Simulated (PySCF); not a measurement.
# Correlation energy of Tl+ (thallium, charge +1)

[Xe] 4f14 5d10 6s1 6p1, high-spin 3P determinant (an excited configuration). All numbers are calculated (PySCF 2.14, scalar relativity by spin-free X2C-1e, in x2c-QZVPPall (16s10p9d6f1g, 142 functions)). Frozen: [Xe] 4f14 5d10; 2 electrons correlated.

Total MP2 correlation energy: -2.15 mhartree.

Same-spin part -2.15 and opposite-spin part 0.00 mhartree; SCS-MP2 scales them by 1/3 and 6/5 to -0.72 mhartree.

The basis was made for the ground configuration and has no added diffuse functions, which can raise the energy of the promoted electron.
